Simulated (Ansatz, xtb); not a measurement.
**Relative energy of two isomers of CH5O2Si−**

Structure a is `C[Si@H]([O-])O`, a singlet and structure b is `CO[SiH2][O-]`, a singlet. Both are isolated ions in the gas phase, relaxed with r2SCAN-D4/def2-SVPD; the shapes shown needn't be the lowest conformers.

a (Å):

```yaml
atoms:
  - { symbol: C, position_ang: [2.5104, 1.7758, -0.9367] }
  - { symbol: O, position_ang: [0.0222, 0.4559, -1.9520] }
  - { symbol: O, position_ang: [0.5430, 3.1333, -2.4610] }
  - { symbol: Si, position_ang: [0.6546, 1.7881, -1.3676] }
  - { symbol: H, position_ang: [3.1130, 1.4721, -1.8094] }
  - { symbol: H, position_ang: [2.8474, 2.7779, -0.6178] }
  - { symbol: H, position_ang: [2.7186, 1.0675, -0.1171] }
  - { symbol: H, position_ang: [0.0067, 2.3369, -0.0937] }
  - { symbol: H, position_ang: [-0.0054, 2.8267, -3.1932] }
```

b (Å):

```
atom    x (Å)    y (Å)    z (Å)
   C   1.6281   3.2701  -1.5628
   O   1.6229   2.0307  -2.2075
   O   1.9686   0.4783   0.1207
  Si   1.2126   0.6352  -1.2606
   H   2.0021   4.0445  -2.2587
   H   2.2734   3.2665  -0.6626
   H   0.6100   3.5769  -1.2355
   H   1.4309  -0.4253  -2.3283
   H  -0.3092   0.7774  -1.1519
```

Quicker runs give these differences E(b) − E(a): GFN2-xTB −4.2 kcal/mol; HF/STO-3G +11.0 kcal/mol (at GFN2-xTB geometries); r2SCAN-D4/def2-SVPD//GFN2-xTB +22.9 kcal/mol.

Estimate which is lower in electronic energy at CCSD(T)/def2-SVPD + ΔMP2/def2-TZVPPD, and by roughly how much.

The CCSD(T)/def2-SVPD + ΔMP2/def2-TZVPPD calculation puts structure a lower, by 23.5 kcal/mol.

Level by level:

```json
{"level": "GFN2-xTB", "geometry": "GFN2-xTB", "E(b) − E(a) (kcal/mol)": "−4.2", "departure from the last row (kcal/mol)": "−27.7", "job, with rough time for the two": "optimisation, 0.54 s"}
{"level": "HF/STO-3G", "geometry": "GFN2-xTB", "E(b) − E(a) (kcal/mol)": "+11.0", "departure from the last row (kcal/mol)": "−12.4", "job, with rough time for the two": "single point, 0.95 s"}
{"level": "r2SCAN-D4/def2-SVPD//GFN2-xTB", "geometry": "GFN2-xTB", "E(b) − E(a) (kcal/mol)": "+22.9", "departure from the last row (kcal/mol)": "−0.6", "job, with rough time for the two": "single point, 8.7 s"}
{"level": "r2SCAN-D4/def2-SVPD", "geometry": "r2SCAN-D4/def2-SVPD", "E(b) − E(a) (kcal/mol)": "+22.2", "departure from the last row (kcal/mol)": "−1.3", "job, with rough time for the two": "optimisation, 2 min"}
{"level": "HF/def2-SVPD", "geometry": "r2SCAN-D4/def2-SVPD", "E(b) − E(a) (kcal/mol)": "+19.7", "departure from the last row (kcal/mol)": "−3.8", "job, with rough time for the two": "part of the CCSD(T) run"}
{"level": "MP2/def2-SVPD", "geometry": "r2SCAN-D4/def2-SVPD", "E(b) − E(a) (kcal/mol)": "+23.8", "departure from the last row (kcal/mol)": "+0.3", "job, with rough time for the two": "part of the CCSD(T) run"}
{"level": "CCSD(T)/def2-SVPD", "geometry": "r2SCAN-D4/def2-SVPD", "E(b) − E(a) (kcal/mol)": "+21.7", "departure from the last row (kcal/mol)": "−1.7", "job, with rough time for the two": "single point"}
{"level": "CCSD(T)/def2-SVPD + ΔMP2/def2-TZVPPD", "geometry": "r2SCAN-D4/def2-SVPD", "E(b) − E(a) (kcal/mol)": "+23.5", "departure from the last row (kcal/mol)": "", "job, with rough time for the two": "single point, 1.8 min"}
```

As drawn, b has 1 C–O, 1 Si–H in place of 1 C–Si, 1 O–H.

GFN2-xTB puts the two in the other order. The largest departure from CCSD(T)/def2-SVPD + ΔMP2/def2-TZVPPD is that of GFN2-xTB, 27.7 kcal/mol. The last row adds to CCSD(T) the change of the MP2 difference between the two basis sets, here +1.7 kcal/mol.

With harmonic frequencies from r2SCAN-D4/def2-SVPD (ideal gas, rigid rotor, one conformer each, 298.15 K, 1 atm): the zero-point term adds −0.2 kcal/mol; ΔH is +23.1 and ΔG +23.0 kcal/mol.

The correlated steps freeze 8 core orbitals. Programs: Ansatz 0.2.0, xtb 6.7.1; the last row on 2 threads of AMD EPYC (Zen 3) on a shared host.
